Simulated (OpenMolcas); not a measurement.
C III: terms and fine structure

```json
{"Program": "OpenMolcas 26.06", "Method": "XMS-RASPT2, IPEA 0.25 Eh, imaginary shift 0.1 Eh (closed shells correlated: 1s)", "Basis": "ANO-RCC-VQZP [5s4p3d2f1g]", "Scalar Hamiltonian": "DKH2, point nucleus", "Active space": "2 electrons in 9 orbitals (RAS2 2s 2p; RAS3 3d, at most 2 electrons)", "State averaging": "2S+1 = 3 even, 3 roots; 2S+1 = 1 even, 7 roots; 2S+1 = 3 odd, 3 roots; 2S+1 = 1 odd, 3 roots", "Spin-orbit coupling": "state interaction with AMFI integrals over the reference wave functions, term energies averaged over their components"}
```

With spin-orbit coupling, above the lowest level:

```
Configuration  Term  J  E (cm⁻¹)  Measured (cm⁻¹)      g  Term weight %
          2s²    ¹S  0       0.0              0.0                   100
        2s 2p   ³P°  0     52420            52367                   100
        2s 2p   ³P°  1     52440            52391  1.501            100
        2s 2p   ³P°  2     52500            52447  1.501            100
        2s 2p   ¹P°  1    102780           102352  1.000            100
          2p²    ³P  0    137500           137426                   100
          2p²    ³P  1    137520           137454  1.501            100
          2p²    ³P  2    137570           137502  1.501            100
          2p²    ¹D  2    146070           145876  1.000            100
          2p²    ¹S  0    183270           182520                   100
```

Against the 9 measured excited levels shown (Moore, Selected Tables of Atomic Spectra, NSRDS-NBS 3, section 3) the mean absolute deviation is 190 cm-1; the largest miss in energy is 2p² ¹S₀: computed 183270, measured 182520 cm⁻¹ (+0.4 %).

CASPT2 breaks the degeneracy within a term, and the mean is taken; among the terms shown or strongly mixed into the levels shown the widest spread is 15 cm-1 (2p² ¹D). Active for correlation alone: 3d; no level in the range computed is led by a configuration that fills it, so any true level of that kind is missing. Computed and measured levels are paired by configuration, term and J; levels that our copy of the source lacks, or whose pairing is in doubt (as where it misses far off the trend of its configuration), stay unpaired and out of the deviations. Levels of configurations outside the active space are missing. The first state left out of the spin-orbit step lies near 440000 cm-1 above the lowest spin-free state of the reference (among the parities and spins computed), and the list stops at four fifths of that energy or lower.

The term weight is that of the spin-free term in the level, not the purity of its configuration. ° marks odd parity.
